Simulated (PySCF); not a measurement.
Gas-phase reaction: 3 InI + O ⇌ In₂O + InI₃

Computed with PySCF (xtb for GFN2) and rigid-rotor harmonic-oscillator thermochemistry at 1 bar. † marks an energy on the PBE0/def2-TZVP geometry and frequencies; other levels use their own. MP2 freezes the core. Open shells (unrestricted): O (multiplicity 3); the rest are closed-shell singlets. GFN2 has no spin-polarisation term. Spin-orbit splitting is ignored; it lowers the true energy and changes the entropy of O. I, In: scalar-relativistic def2 core potential, no spin-orbit coupling. MP2 isn't extrapolated to the basis-set limit.

GFN2-xTB gives ΔH°(298 K) = -729 kJ.

What do BLYP/def2-TZVP†, PBE/def2-TZVP†, MP2/def2-TZVPP† give?

BLYP/def2-TZVP†: -415 kJ; PBE/def2-TZVP†: -461 kJ; MP2/def2-TZVPP†: -497 kJ. For scale, ΔH°(298 K) is -729 kJ at this level, -459 kJ at ωB97M-V/def2-TZVP†, and runs from -729 to -188 kJ over the 18 levels computed († marks an energy on the PBE0/def2-TZVP geometry).
